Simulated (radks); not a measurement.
Q: The selenium ion Se17+, configuration [Ne] 3s2 3p5. Calculated with a radial shooting solver on a logarithmic mesh with Libxc functionals: non-relativistic Kohn-Sham, LB94 model potential, spin-polarised, spherical densities, point nucleus; open shells are filled with parallel spins first. Some entries of the table are withheld. Estimate them.

orbital  occ.  eigenvalue (hartree)  <r> (bohr)
1s down     1             -478.9292     0.04492
1s up       1             -478.9252     0.04492
2s up       1             -81.93213      0.1979
2s down     1             -81.92086      0.1980
2p up       3             -76.21333      0.1708
2p down     3             -76.18290      0.1709
3s up       1                   (1)         (2)
3s down     1                   (3)         (4)
3p up       3             -25.45623         (5)
3p down     2             -25.37836         (6)
3d up       0             -22.38813      0.4533
3d down     0             -22.34552      0.4521
4s up       0             -13.63122       1.005
4s down     0             -13.59351       1.007

A: 
(1) 3s up eigenvalue (hartree): -27.40241
(2) 3s up <r> (bohr): 0.5143
(3) 3s down eigenvalue (hartree): -27.31583
(4) 3s down <r> (bohr): 0.5141
(5) 3p up <r> (bohr): 0.5018
(6) 3p down <r> (bohr): 0.5014
